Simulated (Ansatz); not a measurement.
Basis-set extrapolation for B$_{2}$F$_{2}$H$_{6}$N$_{2}$, SMILES `F[B@H-]1[NH2+][B@@H-](F)[NH2+]1` (PBE0-D4/def2-TZVP geometry, frozen core, Ansatz). Multiplicity 1, RHF reference.

```csv
,def2-TZVPP,def2-QZVPP
HF,-361.015349,-361.031359
MP2 correlation,-1.154760,-1.247703
CCSD(T) correlation,-1.224102,not run
```

Energies in hartree. Use E(X) = E(∞) + A·exp(−7.88·√X) for Hartree–Fock and E(X) = E(∞) + B·X^(−2.97) for correlation, with X = 3 and 4, and add CCSD(T) minus MP2 of the smaller set to the MP2 limit.

What is the CCSD(T) energy at the basis-set limit?

HF limit: -361.031359 + (-0.016010) × 0.13774 = -361.03356. MP2 limit: -1.247703 + (-0.092943) × 0.74074 = -1.31655. Higher-order term: -1.224102 − (-1.154760) = -0.06934. Total: -362.41945 hartree, 113.0 kcal/mol below CCSD(T)/def2-TZVPP.
